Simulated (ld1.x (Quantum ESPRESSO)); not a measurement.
**What one change does to a pseudopotential (caesium, ultrasoft)**

ld1.x (Quantum ESPRESSO) 7.5 input, shortened:

```
&input
   title='Cs', zed=55., rel=1, dft='PBESOL', iswitch=3,
   config='[Xe] 5d0 6s1 6p0'
 /
 &inputp
   pseudotype=3, tm=.true., lloc=-2, rcloc=3.60,
   nlcc=.true., rcore=3.00,
   which_augfun='PSQ', rmatch_augfun_nc=.true.
 /
6
5S  1  0   2.00   0.00  2.30  3.10  0.0
6S  2  0   1.00   0.00  2.30  3.10  0.0
5P  2  1   6.00   0.00  2.85  3.30  0.0
6P  3  1   0.00   0.00  2.85  3.30  0.0
5D  3  2   0.00   0.00  4.40  4.80  0.0
5D  3  2   0.00   3.05  4.40  4.80  0.0
 &test
   configts(1)='5s2 5p6 5d0 6s1 6p0'
 /
```

Change: reference 5s2 5p6 5d1 6s0 6p0.

Cutoffs: the cutoffs (Ry, on a coarse ladder) from which the occupation-weighted sum of valence levels, in a spherical-Bessel basis at the reference potential, stays within 10 and 1 mRy of its value at 400 Ry; they do not see the model core or the augmentation charge, which bear on the density cutoff. Errors are all-electron minus pseudo energies relative to the spin-unpolarised reference configuration.

Question: What does the change do?

Answer: Both files are very soft, the changed one slightly softer (loose and tight cutoff 8 and 12 Ry → 6 and 12 Ry on this coarse ladder); the number of tests with a reliable result goes from 7 to 6; the range in which the s phases agree narrows (upper end 3.4 → 1.3); neither file shows a bound ghost.

```csv
quantity,base,changed
"cutoff, loose",8 Ry,6 Ry
"cutoff, tight",12 Ry,12 Ry
bound ghosts,none,none
tests with a reliable result,7 of 7,6 of 7
s: phases at 5.20 bohr within 0.05 rad from the reference energy up to (Ry; the scan ends near 5),3.4,1.3
p: phases at 5.20 bohr within 0.05 rad from the reference energy up to (Ry; the scan ends near 5),1.6,1.6
d: phases at 5.20 bohr within 0.05 rad from the reference energy up to (Ry; the scan ends near 5),0.1,0.1
lowest overlap eigenvalue by channel,"s 0.09, p 0.10, d 1.00","s 0.09, p 0.10, d 1.00"
```

Base: ld1.x printed “convergence not achieved” for 7 of the counted tests; their residual had stalled under 1e-8, short of the target of 1e-14. Changed file: ld1.x printed “convergence not achieved” for 5 of the counted tests; their residual had stalled under 1e-8, short of the target of 1e-14.
